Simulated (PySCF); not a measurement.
C3H8Si2, SMILES C=C1C[SiH2][SiH2]1.

Coordinates come from a TPSSh-D3(BJ)/def2-SVP optimisation. This is a generated structure with no PubChem entry under its InChIKey; it may be hypothetical.

Two levels are set side by side: TDA-PBE/def2-SVPD (PySCF) and TDA-CAM-B3LYP/def2-SVPD (PySCF). Vertical, same geometry. The lowest singlet is HOMO−1→LUMO 88 % with PBE and HOMO−1→LUMO 67 %, HOMO→LUMO 17 %, HOMO−2→LUMO 10 % with the other functional; states are paired by order. Differences are taken from unrounded values.

| quantity | TDA-CAM-B3LYP | TDA-PBE | TDA-PBE minus TDA-CAM-B3LYP |
|---|---|---|---|
| lowest singlet excitation (eV) | 5.87 | 5.08 | -0.80 |
| lowest triplet excitation (TDA) (eV) | 3.92 | 3.89 | -0.03 |
| first bright state (f over 0.05) (eV) | 6.42 | 5.67 | -0.75 |
| its oscillator strength | 0.17 | 0.11 | -0.06 |

Functionals without exact exchange tend to place singlet excitations lower, as here. Differences between two approximate levels are no errors against the true value.

Rough cost on one machine, each run with all the roots and properties that it gave: TDA-CAM-B3LYP against TDA-PBE about 4 times.
